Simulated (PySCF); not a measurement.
**Yb⁵⁴⁺: ionisation energy**

Yb⁵⁴⁺ [Ne] 3s2 3p4 (3P) → Yb⁵⁵⁺ [Ne] 3s2 3p3 (4S), as a difference of total energies. Computed with PySCF 2.14 in an even-tempered Gaussian basis (16 s from 13 bohr⁻², ratio 2.5; 10 p from 17 bohr⁻², ratio 2.5; 4 d from 69 bohr⁻², ratio 2.7; 4 f from 100 bohr⁻², ratio 2.7), with no relativity, point nucleus. Correlated levels: outer shells: 1s2 frozen; virtual orbitals above 40 to 60 times the deepest correlated orbital energy dropped. The calculations carry no spin-orbit coupling.

```json
{"method": "UHF", "ionisation energy (eV)": "5137.0"}
{"method": "LDA", "ionisation energy (eV)": "5140.3"}
{"method": "PBE", "ionisation energy (eV)": "5141.4"}
{"method": "PBE0", "ionisation energy (eV)": "5140.8"}
{"method": "r2SCAN", "ionisation energy (eV)": "5140.0"}
{"method": "revPBE", "ionisation energy (eV)": "5141.2"}
{"method": "M06-L", "ionisation energy (eV)": "5138.7"}
{"method": "MP2 (outer shells)", "ionisation energy (eV)": "5138.1"}
{"method": "SCS-MP2 (outer shells)", "ionisation energy (eV)": "5138.0"}
```

Spin-orbit coupling is strong in these open shells (close to jj coupling). The scalar numbers leave it out and a first-order estimate fails, so it can dominate the gap to the real levels.

The ground level that NIST lists for one species does not belong to the high-spin term computed here, so part of any gap is the choice of state.

The gap to the reference is mostly relativistic.

For comparison: 5224 ± 5 eV (theoretical estimate listed by NIST; NIST Atomic Spectra Database, ionization energies).
